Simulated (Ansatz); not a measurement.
`ClBB[SeH]` and `OCBBCl` differ in one atom or group.

Ansatz, PBE0-D4/def2-TZVP geometries, multiplicity 1. Each molecule was computed in one conformer, which needn't be the lowest.

Scalar relativity is left out up to krypton.

| property | `ClBB[SeH]` |
| --- | --- |
| HOMO–LUMO gap (B3LYP/def2-TZVPP) / eV | 5.70 |
| HOMO energy (PBE0/def2-TZVPP) / eV | -7.97 |
| size of the dipole moment (B3LYP/def2-TZVPP) / D | 1.28 |
| HOMO energy (ωB97M-V/def2-TZVPP) / eV | -10.10 |
| size of the dipole moment (ωB97M-V/def2-TZVPP) / D | 1.26 |
| LUMO energy (B3LYP/def2-TZVPP) / eV | -2.02 |

Question: Give the same properties after the change, and the shifts. (Best estimate.)

Answer: The calculation gave: 
```tsv
property	`OCBBCl`	shift
HOMO–LUMO gap (B3LYP/def2-TZVPP) / eV	5.71	0.01
HOMO energy (PBE0/def2-TZVPP) / eV	-7.51	0.46
size of the dipole moment (B3LYP/def2-TZVPP) / D	3.08	1.80
HOMO energy (ωB97M-V/def2-TZVPP) / eV	-9.76	0.34
size of the dipole moment (ωB97M-V/def2-TZVPP) / D	3.08	1.82
LUMO energy (B3LYP/def2-TZVPP) / eV	-1.61	0.41
```

Dipoles are sizes alone; their direction can turn.

B3LYP here is the variant with VWN-RPA as its local correlation; programs differ in this.

Spin–orbit coupling is left out; it splits and shifts lone-pair levels of the heavy atoms by tenths of an eV.
